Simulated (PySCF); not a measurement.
CH₄N₂OSi, SMILES N#CO[SiH2]N.

Geometry optimised at B3LYP-D3(BJ)/def2-SVP. This is a generated structure with no PubChem entry under its InChIKey; it may be hypothetical. The values are those of a single conformer.

All values below come from PBE/def2-TZVP in PySCF.

Isolated molecule, no solvent.

Task: Estimate the frontier levels, gap, dipole moment and polarisability. (An estimate is asked for; the answer gives what the named calculation found.)

Result: 
```json
{
 "highest_occupied_level": "-6.95 eV",
 "lowest_empty_level": "-0.94 eV",
 "orbital_gap": "6.01 eV",
 "dipole_moment": "6.05 D",
 "quadrupole, principal values (traceless, Buckingham form, about the centre of nuclear charge)": "-12.25, 5.51, 6.74 D·Å",
 "mean_static_polarisability": "52.8 bohr³ (7.83 Å³)",
 "polarisability_principal_values": "42.6, 42.6, 73.3 bohr³"
}
```
